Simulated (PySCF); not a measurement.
## Electron correlation in Si (silicon, neutral)

[Ne] 3s2 3p1 4s1, high-spin 3P determinant (an excited configuration). Computed with PySCF 2.14 in dyall-acv3z (19s12p6d4f, 113 functions), with the spin-free X2C one-electron Hamiltonian (Gaussian nucleus). Frozen: [Ne]; 4 electrons correlated; the 23 highest virtual orbitals of each spin left out.

```
  level  correlation energy (mhartree)
   CCSD                         -67.62
    (T)                          -2.06
CCSD(T)                         -69.68
```

Diagnostics: T1 = 0.022, D1 = 0.0577, largest double amplitude 0.096.

The outer electron is Rydberg-like, and this basis confines it to a smaller radius and binds it less than a complete one would.

Cost of the coupled-cluster step: of the order of 40 core-seconds, for 4 correlated electrons.
